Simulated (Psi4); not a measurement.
GeI₄, singlet, geometry from GFN2-xTB (all electrons, no relativity); PBE/STO-3G (Psi4).

Psi4 was given this input:
```
memory 2 GB

molecule mol {
0 1
  I    -0.937377    2.256308   -0.767222
  Ge   -0.000000   -0.000000    0.000000
  I    -1.748439   -1.829210   -0.393937
  I     0.567732    0.115212    2.494522
  I     2.118083   -0.542311   -1.333362
}

set basis sto-3g
set reference rks
set scf_type pk
set puream true
set d_convergence 1e-8
set dft_radial_points 99
set dft_spherical_points 590

energy('pbe')
print_variables()
```

Write the output that Psi4 gives for this input, abridged.


```
   => Loading Basis Set <=

    Name: STO-3G
    Role: ORBITAL
    Keyword: BASIS

         ---------------------------------------------------------
                                   SCF
               by Justin Turney, Rob Parrish, Andy Simmonett
                          and Daniel G. A. Smith
                              RKS Reference
         ---------------------------------------------------------

  ==> Geometry <==

    Molecular point group: c1
    Full point group: C1

    Geometry (in Angstrom), charge = 0, multiplicity = 1:

       Center              X                  Y                   Z               Mass
    ------------   -----------------  -----------------  -----------------  -----------------
         I           -0.937376781778     2.256308218222    -0.767222218222   126.904471900000
         GE           0.000000218222     0.000000218222    -0.000000218222    73.921177761000
         I           -1.748438781778    -1.829209781778    -0.393937218222   126.904471900000
         I            0.567732218222     0.115212218222     2.494521781778   126.904471900000
         I            2.118083218222    -0.542310781778    -1.333362218222   126.904471900000

  Running in c1 symmetry.

  Rotational constants: A =      0.00760  B =      0.00760  C =      0.00760 [cm^-1]
  Rotational constants: A =    227.71139  B =    227.71138  C =    227.71137 [MHz]
  Nuclear repulsion = 3534.507463857404673

  Charge       = 0
  Multiplicity = 1
  Electrons    = 244
  Nalpha       = 122
  Nbeta        = 122

  ==> Algorithm <==

  SCF Algorithm Type is PK.
  DIIS enabled.
  MOM disabled.
  Fractional occupation disabled.
  Guess Type is SAD.
  Energy threshold   = 1.00e-06
  Density threshold  = 1.00e-08
  Integral threshold = 1.00e-12

  ==> Primary Basis <==

  Basis Set: STO-3G
    Blend: STO-3G
    Number of shells: 52
    Number of basis functions: 126
    Number of Cartesian functions: 135
    Spherical Harmonics?: true
    Max angular momentum: 2

  ==> DFT Potential <==

   => LibXC <=

    Version 7.1.2
    S. Lehtola, C. Steigemann, M. J. T. Oliveira, and M. A. L. Marques,  SoftwareX 7, 1–5 (2018) (10.1016/j.softx.2017.11.002)

   => Composite Functional: PBE <=

    PBE GGA Exchange-Correlation Functional

    J.P. Perdew et. al., Phys. Rev. Lett., 77(18), 3865-3868, 1996

    Deriv               =              1
    GGA                 =           TRUE
    Meta                =          FALSE

    Exchange Hybrid     =          FALSE
    MP2 Hybrid          =          FALSE

   => Exchange Functionals <=

    1.0000     XC_GGA_X_PBE

   => Correlation Functionals <=

    1.0000     XC_GGA_C_PBE

   => LibXC Density Thresholds  <==

    XC_GGA_C_PBE:  1.00E-12
    XC_GGA_X_PBE:  1.00E-15

   => Molecular Quadrature <=

    Radial Scheme          =       TREUTLER
    Pruning Scheme         =           NONE
    Nuclear Scheme         =       TREUTLER

    Blocking Scheme        =         OCTREE
    BS radius alpha        =              1
    Pruning alpha          =              1
    Radial Points          =             99
    Spherical Points       =            590
    Total Points           =         242701
    Total Blocks           =           1889
    Max Points             =            256
    Max Functions          =             69
    Weights Tolerance      =       1.00E-15

  ==> Integral Setup <==

  Using in-core PK algorithm.
   Calculation information:
      Number of atoms:                   5
      Number of AO shells:              52
      Number of primitives:            156
      Number of atomic orbitals:       135
      Number of basis functions:       126

      Integral cutoff                 1.00e-12
      Number of threads:                 1

  Performing in-core PK
  Using 64024002 doubles for integral storage.
  We computed 243317 shell quartets total.
  Whereas there are 950131 unique shell quartets.

  ==> DiskJK: Disk-Based J/K Matrices <==

    J tasked:                  Yes
    K tasked:                   No
    wK tasked:                  No
    Schwarz Cutoff:          1E-12

  Minimum eigenvalue in the overlap matrix is 3.2113197153E-01.
  Reciprocal condition number of the overlap matrix is 1.7920537597E-01.
    Using symmetric orthogonalization.

  ==> Pre-Iterations <==

  SCF Guess: Superposition of Atomic Densities via on-the-fly atomic UHF (no occupation information).

   -------------------------
    Irrep   Nso     Nmo
   -------------------------
     A        126     126
   -------------------------
    Total     126     126
   -------------------------

  ==> Iterations <==

                        Total Energy        Delta E     RMS |[F,P]|

   @RKS iter SAD: -29456.85127405360981   -2.94569e+04   0.00000e+00
   @RKS iter   1: -29461.39280546808368   -4.54153e+00   4.70941e-03 ADIIS/DIIS
   @RKS iter   2: -29434.00208868653863    2.73907e+01   2.45379e-02 ADIIS/DIIS
   @RKS iter   3: -29461.55652378186278   -2.75544e+01   2.33946e-03 ADIIS/DIIS
   @RKS iter   4: -29461.63291892220150   -7.63951e-02   1.37861e-03 ADIIS/DIIS
   @RKS iter   5: -29461.66316685434140   -3.02479e-02   2.94057e-04 ADIIS/DIIS
   @RKS iter   6: -29461.66380304099948   -6.36187e-04   2.12726e-04 ADIIS/DIIS
   @RKS iter   7: -29461.66448619735820   -6.83156e-04   3.44672e-05 DIIS
   @RKS iter   8: -29461.66450410371544   -1.79064e-05   1.85979e-06 DIIS
   @RKS iter   9: -29461.66450415741201   -5.36966e-08   4.36067e-08 DIIS
   @RKS iter  10: -29461.66450415742293   -1.09139e-11   1.10217e-08 DIIS
   @RKS iter  11: -29461.66450415741565    7.27596e-12   2.50455e-10 DIIS
  Energy and wave function converged.

  ==> Post-Iterations <==

   Electrons on quadrature grid:
      Ntotal   =  244.0000028481 ; deviation = 2.848e-06

    Orbital Energies [Eh]
    ---------------------

    Doubly Occupied:

[...]
    Virtual:

[...]
     126A      0.057458

    Final Occupation by Irrep:
              A
    DOCC [   122 ]
    NA   [   122 ]
    NB   [   122 ]

  @RKS Final Energy: -29461.66450415741565

   => Energetics <=

    Nuclear Repulsion Energy =           3534.5074638574046730
    One-Electron Energy =              -47703.2955870724617853
    Two-Electron Energy =               15490.0715849282933050
    DFT Exchange-Correlation Energy =    -782.9479658706566170
    Empirical Dispersion Energy =           0.0000000000000000
    VV10 Nonlocal Energy =                  0.0000000000000000
    Total Energy =                     -29461.6645041574156494

Computation Completed

Properties will be evaluated at   0.000000,   0.000000,   0.000000 [a0]

Properties computed using the SCF density matrix

 Multipole Moments:

 ------------------------------------------------------------------------------------
     Multipole            Electronic (a.u.)      Nuclear  (a.u.)        Total (a.u.)
 ------------------------------------------------------------------------------------

 L = 1.  Multiply by 2.5417464519 to convert [e a0] to [Debye]
 Dipole X            :         -0.0000083            0.0000005           -0.0000078
 Dipole Y            :          0.0000021            0.0000005            0.0000025
 Dipole Z            :          0.0000054           -0.0000005            0.0000050
 Magnitude           :                                                    0.0000096

 ------------------------------------------------------------------------------------

  Variable Map:
  ----------------------------------------------------------------------------
[...]
  Array Variable Map:
  ----------------------------------------------------------------------------
[...]
[...]
```
